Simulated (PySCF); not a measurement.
These are TPSSh-D3(BJ)/def2-TZVP // PBE0-D3(BJ)/def2-TZVP (PySCF) values and carry that method's errors. Isolated molecules, 0 K electronic values unless said otherwise. 

Reference species (SMILES): `[MgH2]` (neutral, multiplicity 1).

| Item | Value |
|---|---|
| HOMO–LUMO gap | 5.98 eV |
| HOMO | -6.69 eV |
| LUMO | -0.71 eV |

Changed species: `[AlH3]`.

Problem. Predict the effect on the HOMO–LUMO gap, HOMO and LUMO.

Solution. the HOMO–LUMO gap rises by 0.05 eV, to 6.03 eV; the HOMO falls by 1.35 eV, to -8.04 eV; the LUMO falls by 1.30 eV, to -2.01 eV.
